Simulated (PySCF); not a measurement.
**Removal energies of Pm⁵¹⁺ from EOM-IP-GCCSD**

Reference: closed-shell Pm⁵¹⁺, [Ne]; one electron is removed. Calculated with PySCF 2.14, two-component X2C-1e with screened spin-orbit coupling, an even-tempered Gaussian basis (17 s from 7.4 bohr⁻², ratio 2.6; 13 p from 9.6 bohr⁻², ratio 2.6; 6 d from 9.9 bohr⁻², ratio 2.8; 3 f from 220 bohr⁻², ratio 2.8); frozen 1s2; the 48 highest virtual spinors dropped; of the others 44 kept and the rest restored at second order. No Breit or QED terms. Binding energies in eV.

```
level  Koopmans  second order  EOM-CCSD
2s1/2   11070.7       11067.4   11067.5
2p1/2   10712.2       10709.7   10709.8
2p3/2   10126.4       10124.5   10124.6
```

For comparison, the ionisation energy of Pm⁵¹⁺ is 10115 ± 4 eV (theoretical estimate listed by NIST; NIST Atomic Spectra Database, ionization energies).
